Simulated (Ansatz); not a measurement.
C2H5BrOSi can be A, `Br[SiH]1CCO1`, or B, `O=C([SiH3])CBr`.

Program: Ansatz. Geometries: PBE0-D4/def2-TZVP. ΔE: electronic, gas phase. CBS: MP2 limit from def2 TZ/QZ plus the TZ coupled-cluster correction, frozen cores. Functionals use def2-TZVPP. For Br outer-core shells are correlated without core-valence functions, which leaves a few kJ/mol of doubt a bond. Scalar relativity is left out up to krypton. Each species was taken in one conformer, which may not be the lowest.

Which is lower in electronic energy at CCSD(T)/CBS, and by how much? (Best estimate.)

The calculation gave: A, by 257.8 kJ/mol.

Give E(B) − E(A) in kJ/mol with CCSD(T)/def2-TZVPP, MP2/def2-TZVPP, PBE0-D4, B2PLYP, HF/def2-TZVPP, r2SCAN-D4, CCSD/def2-TZVPP. (Estimate.)

Ansatz gave: CCSD(T)/def2-TZVPP 249.9, MP2/def2-TZVPP 266.0, PBE0-D4 261.3, B2PLYP 248.1, HF/def2-TZVPP 251.2, r2SCAN-D4 257.5, CCSD/def2-TZVPP 254.6. None reverses the order clearly.

Largest T1 diagnostic: 0.012.

From PBE to PBE0 (25 % exact exchange), in def2-TZVPP and without D4, E(B) − E(A) moves by +21.2 kJ/mol.
